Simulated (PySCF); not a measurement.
UHF on Ag³⁺ (silver, charge +3)

Configuration: [Kr] 4d8, high-spin 3F determinant. Calculation: PySCF 2.14, in x2c-TZVPPall; the spin-free X2C one-electron Hamiltonian (Gaussian nucleus).

* Total energy: -5310.643052 hartree
* One-electron energy: -7263.6912 hartree
* Hartree (Coulomb) energy: 2100.2653 hartree
* Exchange energy: -147.2172 hartree
* ⟨S²⟩: 2.0034
* ⟨L²⟩: 12.044
* Sum of ⟨r⟩: 25.11 bohr
* Sum of ⟨r²⟩: 25.90 bohr²
* Langevin diamagnetic susceptibility: -20.5 ×10⁻⁶ cm³/mol

| shell | electrons | mean orbital energy (hartree) | spread (hartree) | rms radius, mean of both spins (bohr) |
| --- | --- | --- | --- | --- |
| 1s α | 1 | -943.88184 | 0 | 0.0357 |
| 1s β | 1 | -943.88179 | 0 | 0.0357 |
| 2s α | 1 | -143.39644 | 0 | 0.146 |
| 2s β | 1 | -143.36807 | 0 | 0.146 |
| 2p α | 3 | -128.58230 | 0 | 0.130 |
| 2p β | 3 | -128.55399 | 0 | 0.130 |
| 3s α | 1 | -28.84229 | 0 | 0.392 |
| 3s β | 1 | -28.82804 | 0 | 0.392 |
| 3p α | 3 | -23.84773 | 0 | 0.394 |
| 3p β | 3 | -23.83020 | 0 | 0.394 |
| 3d α | 5 | -15.96342 | 0.01421 | 0.376 |
| 3d β | 5 | -15.92443 | 0.05357 | 0.376 |
| 4s α | 1 | -5.77082 | 0 | 0.970 |
| 4s β | 1 | -5.61872 | 0 | 0.970 |
| 4p α | 3 | -4.23743 | 0 | 1.06 |
| 4p β | 3 | -4.04794 | 0 | 1.06 |
| 4d α | 5 | -1.93516 | 0.04868 | 1.35 |
| 4d β | 3 | -1.86433 | 0 | 1.35 |

Densities and radii are taken from the X2C orbitals without a picture-change correction, which distorts them close to the nucleus.

Spin-orbit constants ζ (cm⁻¹) from the X2C one-electron operator on these orbitals: bare nucleus, nucleus screened by l(l+1)(2l+1)/3 electrons, and screened by the Breit-Pauli mean field of the electrons.

| shell | bare | screened nucleus | mean field |
| --- | --- | --- | --- |
| 2p | 944000 | 903800 | 886100 |
| 3p | 168900 | 161700 | 158000 |
| 3d | 24900 | 19600 | 18760 |
| 4p | 26520 | 25390 | 24750 |
| 4d | 2630 | 2071 | 1933 |

To first order the Landé constant is A = -966.3 cm⁻¹, so the lowest level has J = 4 and lies 0.359 eV below the centre of the term. This holds in LS coupling only.
